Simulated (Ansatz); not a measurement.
Input for Ansatz (a quantum-chemistry and plane-wave program): U-wB97M-V/def2-TZVPP on GaN+, 2S+1 = 4, a spin state set in the input, which need not be the lowest, a point of a bond scan (R = 2.492 Å). Charge +1.

Ansatz 0.2 input:
```yaml
crystal:
  periodic: [false, false, false]
  atoms:
    - {symbol: N, position_ang: [0.00000000, 0.00000000, 0.00000000]}
    - {symbol: Ga, position_ang: [0.00000000, 0.00000000, 2.49237900]}
basis:
  gaussian:
    orbitals: def2-TZVPP
    pivot_positions_ang: [[0.00000000, 0.00000000, 0.00000000], [0.00000000, 0.00000000, 2.49237900]]
hamiltonian:
  xc: {name: wB97M-V}
total_charge: 1
magnetization: {spin_polarized: true, initial_magnetization: 3}
output: {forces: true, orbitals: {seedname: ./end}}
```

Question: Predict the final total energy.

Answer: -1979.0871 hartree.
